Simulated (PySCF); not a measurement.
A GIAO shielding run with PySCF 2.14 (density fitting, non-relativistic, gas phase) on SMILES CC(C)[Si@H]1N[SiH2]C[SiH2]1, C4H15NSi3:

```
$ OMP_NUM_THREADS=1 python probes_run.py task.json out

{"job": {"kind": "nmr", "xc": "PBE0", "basis": "pcSseg-1"}, "charge": 0, "multiplicity": 1}
C     -2.651596    -0.916277     0.719344
C     -1.764491    -0.325544    -0.371474
C     -1.690522     1.192191    -0.230895
Si    -0.013325    -1.104028    -0.318643
N      1.001677    -0.379637    -1.539157
Si     2.321904     0.701354    -1.239354
C      2.609161     0.585489     0.638468
Si     1.270498    -0.483357     1.491744
H     -2.233146    -0.710725     1.703375
H     -3.653750    -0.489795     0.681068
H     -2.735957    -1.995059     0.605685
H     -2.229558    -0.549346    -1.338268
H     -2.681349     1.639786    -0.309551
H     -1.059577     1.618893    -1.007816
H     -1.270454     1.465710     0.735766
H     -0.155652    -2.527086    -0.689629
H      0.738939    -0.503051    -2.502857
H      1.964909     2.071919    -1.643236
H      3.482843     0.249415    -2.016734
H      3.595348     0.166285     0.828767
H      2.629961     1.587344     1.063447
H      1.919247    -1.586953     2.218827
H      0.600139     0.319454     2.531202
```

Hardware: 1 thread of an Arm Neoverse N1, shared host. The job also computes population analyses, field gradients, ring-centre shieldings.

Problem. How large is the calculation?

Solution. 88 electrons, 232 basis functions and 1269 auxiliary functions.

Problem. How long does it take, and how much memory does it need?

Solution. 97 s of wall time, with 14 SCF cycles and 4 response iterations; peak memory 1.1 GiB. Times on a shared host scatter by some tens of per cent.
